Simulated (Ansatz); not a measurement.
A series at Sn: from `[OH][SnH3]`, ligands are replaced one by one, each step taking up H₂O and setting free H₂; n counts the steps. Ansatz, PBE0-D4/def2-TZVP geometries. Each molecule was computed in one conformer, which needn't be the lowest.

CBS adds triple-zeta CCSD(T) − MP2 to the MP2 limit, frozen cores; atoms without spin–orbit coupling. Elements past krypton have def2 core potentials. Outer-core shells of Sn are correlated without core-valence functions. Spin–orbit coupling is left out.

```tsv
n	molecule	atomization energy, CCSD(T)/CBS (kJ/mol)
0	`[OH][SnH3]`	?
1	`[OH][SnH2][OH]`	2153.2
2	`[OH][SnH]([OH])[OH]`	2686.9
3	`[OH][Sn]([OH])([OH])[OH]`	3212.2
```

Problem. By hand: fit a straight line y = ȳ + b (n − n̄) to the 3 given rows and predict n = 0.

Solution. n̄ = 2.000, ȳ = 2684.10; Σ(n − n̄)(y − ȳ) = 1059.00, Σ(n − n̄)² = 2.000, so b = 529.50 kJ/mol a step. Prediction: 2684.10 + (529.50) × (-2.000) = 1625.1 kJ/mol.

Problem. By hand: compare with the computed value, 1619.7 kJ/mol, and give the steps along the whole series.

Solution. The line misses by -5.4 kJ/mol (computed minus predicted). Steps: 533.5, 533.7, 525.3 kJ/mol.

The steps differ by at most 8.4 kJ/mol, 1.6 % of a mean step, so the ligands' effects nearly add and a line is close. The miss is 0.3 % of the series' range. The energies themselves are unsure by some kJ/mol a bond, though much of that is common to the series.
